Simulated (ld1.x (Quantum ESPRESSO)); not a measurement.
**Transferability test, RRKJ potential for F (Z = 9)**

ld1.x (Quantum ESPRESSO) 7.5 input, shortened:

```
&input
   title='F', zed=9., rel=1, dft='BLYP', iswitch=3,
   config='[He] 2s1.75 2p5.25 3d-2'
 /
 &inputp
   pseudotype=2, tm=.false., rho0=0.001, lloc=1,
   nlcc=.false.
 /
3
2S  1  0   1.75   0.00  0.80  0.80  0.0
3D  3  2  -2.00  -0.10  0.75  0.75  0.0
2P  2  1   5.25   0.00  0.95  0.95  0.0
 &test
   configts(1)='2s1.75 2p5.25'
 /
```

Energies are relative to the spin-unpolarised reference configuration 2s1.75 2p5.25; without spin polarisation the order of configurations can differ from experiment. The frozen-core shift is the all-electron ΔE with the core orbitals held at their reference shape minus the fully relaxed ΔE.

```tsv
valence configuration	charge	ΔE all-electron (eV)	error AE − PS (meV)	frozen-core shift (meV)
2s2 2p5	0	-4.665	+1.1	0.0
2s2 2p4	+1	14.735	-0.5	+0.1
2s2 2p4.5	+0.5	2.882	+0.7	0.0
2s2 2p5.3	-0.3	-7.338	+0.8	0.0
2s2 2p2	+3	113.842	+99	+4.0
```

Task: What are ΔE and the potential's error for 2s1 2p5?

Result: ΔE = 33.693 eV all-electron; the error (AE − PS) is -0.7 meV.

Task: What are ΔE and the potential's error for 2s2 2p3?

Result: ΔE = 53.145 eV all-electron; the error (AE − PS) is +8.0 meV.

ld1.x printed “convergence not achieved” for 7 of the counted tests; their residual had stalled under 1e-8, short of the target of 1e-14.
